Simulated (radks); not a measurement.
Values are calculated unless marked as measured or tabulated.
All-electron atom: Ce III in [Xe] 4f2. Level of theory: Dirac Kohn-Sham, PBE, spin-unpolarised, spherical densities, finite nucleus; open shells are shared between the two j in proportion to 2j + 1; Fermi nuclear charge, rms radius 4.8771 fm (a radial shooting solver on a logarithmic mesh with Libxc functionals). Some entries of the table are withheld. Estimate them.

orbital      occ.  eigenvalue (eV)  r(max) (bohr)  <r^2> (bohr^2)
1s1/2           2        -40237.94        0.01574       0.0008209
2s1/2           2        -6445.070        0.08922         0.01300
2p1/2           2        -6085.771        0.06798        0.009533
2p3/2           4        -5639.132        0.07323         0.01079
3s1/2           2        -1391.539         0.2548         0.08861
3p1/2           2        -1239.329         0.2415         0.08350
3p3/2           4        -1151.531         0.2529         0.09103
3d3/2           4        -885.3930         0.2033         0.07453
3d5/2           6        -866.5321         0.2065         0.07667
4s1/2           2        -286.0789         0.5939          0.4603
4p1/2           2        -229.6252         0.6034          0.4925
4p3/2           4        -210.9032         0.6279          0.5344
4d3/2           4        -118.3383         0.6496             (1)
4d5/2           6        -115.0821         0.6577             (2)
5s1/2           2         -49.9695          1.390           2.677
5p1/2           2         -35.0106          1.526           3.414
5p3/2           4         -32.4295          1.596           3.743
5d3/2           0         -13.5242          2.162           8.190
5d5/2           0         -13.3011          2.195           8.426
4f5/2    0.857143         -13.1060            (3)           2.008
6s1/2           0         -12.9591          3.462           15.93
4f7/2     1.14286         -12.8167            (4)           2.071

Answer. 
(1) 4d3/2 <r^2> (bohr^2): 0.6423
(2) 4d5/2 <r^2> (bohr^2): 0.6595
(3) 4f5/2 r(max) (bohr): 0.7238
(4) 4f7/2 r(max) (bohr): 0.7292
